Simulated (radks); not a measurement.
Results of a calculation; reference values are marked as such.
Q: The phosphorus anion P3-, configuration [Ar]. Level of theory: non-relativistic Kohn-Sham, r2SCAN, spin-unpolarised, spherical densities, point nucleus; meta-GGA in the generalised Kohn-Sham scheme; Watson sphere of charge +3 and radius 4.17 bohr (a radial shooting solver on a logarithmic mesh with Libxc functionals). Some entries of the table are withheld. Estimate them.

orbital  occ.  eigenvalue (eV)  <r> (bohr)
1s          2        -2086.063      0.1040
2s          2        -173.4874      0.5195
2p          6              (1)      0.4850
3s          2              (2)       2.102
3p          6          -4.3170       3.067

A: 
(1) 2p eigenvalue (eV): -122.9472
(2) 3s eigenvalue (eV): -11.6661
